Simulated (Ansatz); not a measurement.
Basis-set series for `C[NH][Ga]([SH])[Cl]`. Total charge 0; spin multiplicity 1. The structure was optimised at the PBE0-D4/def2-TZVP level. It is one conformer, not always the lowest.

```json
{"functional": "PBE0-D4", "basis": "def2-SVP", "functions": "121", "energy (Eh)": "-2877.99156", "HOMO (eV)": "-6.95", "LUMO (eV)": "-0.37"}
{"functional": "PBE0-D4", "basis": "def2-TZVPP", "functions": "264", "energy (Eh)": "-2878.64399", "HOMO (eV)": "-7.09", "LUMO (eV)": "-0.62"}
{"functional": "ωB97M-V", "basis": "def2-SVP", "functions": "121", "energy (Eh)": "-2878.44475", "HOMO (eV)": "-9.21", "LUMO (eV)": "1.53"}
{"functional": "ωB97M-V", "basis": "def2-TZVPP", "functions": "264", "energy (Eh)": "-2879.09781", "HOMO (eV)": "-9.38", "LUMO (eV)": "1.21"}
```

(1) Give the rows for def2-QZVPP. (An estimate is asked.)

Results:

(1) Ansatz gave: 
```csv
functional,basis,functions,energy (Eh),HOMO (eV),LUMO (eV)
PBE0-D4,def2-QZVPP,493,-2878.71881,-7.12,-0.81
ωB97M-V,def2-QZVPP,493,-2879.16988,-9.42,0.76
```

Positive LUMOs are unbound and depend on the basis. Scalar relativity is left out up to krypton.
